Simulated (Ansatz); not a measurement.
An input meant for FeMe2 (C2H6Fe) (charge 0, quintet).

```yaml
crystal:
  periodic: [false, false, false]
  atoms:
    - {symbol: Fe, position_ang: [0.058387, -0.098331, 0.000109]}
    - {symbol: C, position_ang: [0.002842, -0.002061, 2.025331]}
    - {symbol: H, position_ang: [-0.119544, 1.030644, 2.371946]}
    - {symbol: H, position_ang: [0.920968, -0.387027, 2.484474]}
    - {symbol: H, position_ang: [-0.830239, -0.580826, 2.442121]}
    - {symbol: C, position_ang: [0.002176, -0.006555, -2.025317]}
    - {symbol: H, position_ang: [-0.963890, -0.344166, -2.419783]}
    - {symbol: H, position_ang: [0.773797, -0.629058, -2.493115]}
    - {symbol: H, position_ang: [0.155502, 1.017380, -2.385755]}
basis:
  gaussian: {orbitals: STO-3G}
magnetization: {spin_polarized: true, initial_magnetization: 4}
hamiltonian: {xc: {name: CAM-B3LYP}}
multiplicity: 3
output: {forces: true}
```

```sh
$ ansatz run in.yaml --threads 2 --pin off --events-out ev --progress --plain --max-ram 4352MiB
```

It prints (some lines left out):

```
Error: YAML parse error: error: line 17 column 1: unknown field `multiplicity`, expected one of crystal, accuracy, basis, kpoints, hamiltonian, magnetization, projection, total_charge, correlation, batch, efield, external_charges, scf, relax, neb, saddle, md, ramp, phonons, dielectric, real_time, elastic, magnetic_configurations, gw, evaluate, workflow, output, checkpoint, execution
15 | magnetization: {spin_polarized: true, initial_magnetization: 4}
16 | hamiltonian: {xc: {name: CAM-B3LYP}}
17 | multiplicity: 3
18 | output: {forces: true}
```

(1) Something in this input is off. What?

Results:

(1) The input holds a key that doesn't belong there (the spin goes under magnetization). The program refused the input.
